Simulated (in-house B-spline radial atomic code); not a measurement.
## RPA and G0W0 on Hartree-Fock: the iodine ion I³⁵⁺

Configuration [Ne] 3s2 3p6, mean-field start Hartree-Fock. Computed with an all-electron radial atomic-structure program (B-spline basis): all electrons, non-relativistic, point nucleus, each spin shell either full or empty, empty states to l = 9 with an (l + 1/2)⁻⁴ tail; G0W0 by contour deformation at full frequency.

Without relativity these are model numbers: it shifts the levels of so heavy an element strongly and can reorder them.

Command:
```bash
python run_gw.py task.json out
```
Settings (radii: box in bohr, nucleus in fm):
```
Z                        53
electrons                18
configuration            [Ne] 3s2 3p6
hamiltonian              nr
method                   hf
lmax                     9
spin_polarised           False
box_radius               2.72
intervals                47
```

Time taken, with all properties: 0.7 s on 1 thread of Arm Neoverse V2, with other jobs on the host.

Energies (hartree):

```
                                     term        value
                         mean-field total  -5969.71660
Hartree-Fock functional on these orbitals  -5969.71660
                      direct second order      -1.5877
                    second-order exchange      0.51915
                         SOSEX correction      0.49101
```

Question: What is the RPA correlation energy, and what remains with SOSEX?

Answer: RPA gives -1.4613 hartree (-2.21 eV per electron); RPA + SOSEX gives -0.9703, and the second-order doubles (MP2) -1.0685 hartree. SOSEX takes back 34 % of the RPA value.

Quasi-particle levels (eV):

```tsv
level	occupied	mean field	Σx - vxc	Σc	QP weight	G0W0
3p	yes	-2418.87	0.00	?	?	?
3s	yes	-2539.50	0.00	11.59	0.938	-2527.92
2p	yes	-6449.57	0.00	8.53	0.959	-6441.04
3d	no	-2171.29	0.00	-3.11	0.993	-2174.40
```

G0W0 = mean field + (Σx - vxc) + Σc, with Σc (partial-wave tail included) taken at the quasi-particle energy. Only the outer levels were computed. Levels of low weight are left out.

Question: Where does G0W0 put 3p?

Answer: At -2420.10 eV, with Σc = -1.23 eV and a quasi-particle weight of 0.987. The tabulated removal energy is 2431 ± 5 eV (NIST, tabulated theory); the calculation leaves out relativity, Breit and QED terms, and what these don't explain is the method's own error.
